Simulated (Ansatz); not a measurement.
Stepwise reaction of `NC[SiH](Cl)Cl` with hydrogen, as a gas-phase model of exchange steps in deposition or etching. ΔE in kJ/mol.

Calculated with Ansatz (gas phase, PBE0-D4/def2-TZVP geometries, no zero-point term in ΔE). CCSD(T)/CBS adds triple-zeta CCSD(T) − MP2 to the extrapolated MP2 energy (def2 sets, frozen cores). This one scheme is used for every species. Functionals use def2-TZVPP. B3LYP here is the variant with VWN-RPA as its local correlation; programs differ in this. One conformer a species, not always the lowest.

| step | reaction | PBE-D4 | B3LYP-D4 | ωB97M-V | CCSD(T)/CBS |
| --- | --- | --- | --- | --- | --- |
| 1 | `NC[SiH](Cl)Cl` + H₂ → `NC[SiH2]Cl` + HCl | 88.2 | 84.2 | 84.8 | 83.1 |
| 2 | `NC[SiH2]Cl` + H₂ → `NC[SiH3]` + HCl | 83.4 | 83.1 | 85.1 | 84.4 |

(1) By hand: ΔE of the 2 steps together at CCSD(T)/CBS.

Results:

(1) (83.1) + (84.4) = 167.5 kJ/mol, or 83.8 kJ/mol a step.

In ΔE the steps differ by no more than 1.3 kJ/mol. All are uphill at CCSD(T)/CBS. PBE-D4 differs from CCSD(T)/CBS by -1.0 to 5.1 kJ/mol a step. Isolated molecules leave out the surface, adducts and barriers. Largest T1 diagnostic: 0.010.
